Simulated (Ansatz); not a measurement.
ClGeH5Si2 (`Cl[SiH]1[SiH2][GeH2]1`). The species carries charge 0 and has multiplicity 1.

| atom | x (Å) | y (Å) | z (Å) |
| --- | --- | --- | --- |
| Cl1 | 0.721 | 2.395 | -1.704 |
| Si2 | -0.161 | 1.279 | -0.220 |
| Si3 | -0.890 | -0.894 | -0.568 |
| Ge4 | 0.942 | -0.476 | 0.931 |
| H5 | -1.015 | 2.143 | 0.630 |
| H6 | -0.445 | -1.542 | -1.826 |
| H7 | -2.234 | -1.349 | -0.130 |
| H8 | 0.788 | -0.563 | 2.453 |
| H9 | 2.295 | -0.993 | 0.435 |

What are the harmonic wavenumbers in cm⁻¹ at PBE0-D4/def2-TZVP (Ansatz, finite differences of forces, unscaled)? (Best estimate.)

Ansatz gave: 70, 105, 249, 271, 297, 330, 415, 425, 532, 581, 591, 609, 659, 746, 818, 887, 2150, 2173, 2217, 2228, 2246.

Is this a minimum?

Yes, all 21 modes are real.

Give the ideal-gas thermochemistry at 298.15 K and 1 bar (rigid rotor, harmonic oscillator; point group C1, symmetry number 1).

Zero-point energy 111.2 kJ/mol; H(298) − E = 134.0 kJ/mol; entropy 369.9 J/(mol·K), of which translation 172.9, rotation 120.8, vibration 76.3; G(298) − E = 23.7 kJ/mol. Modes under 100 cm⁻¹ are hindered rotations or soft bends, so the harmonic entropy is rough.

And at 400, 500, 600, 800 and 1000 K?


| T (K) | H − E (kJ/mol) | S (J/mol/K) | G − E (kJ/mol) |
| --- | --- | --- | --- |
| 400 | 147.1 | 407.7 | -15.9 |
| 500 | 161.4 | 439.4 | -58.3 |
| 600 | 176.6 | 467.1 | -103.7 |
| 800 | 209.3 | 514.1 | -201.9 |
| 1000 | 244.3 | 553.1 | -308.8 |
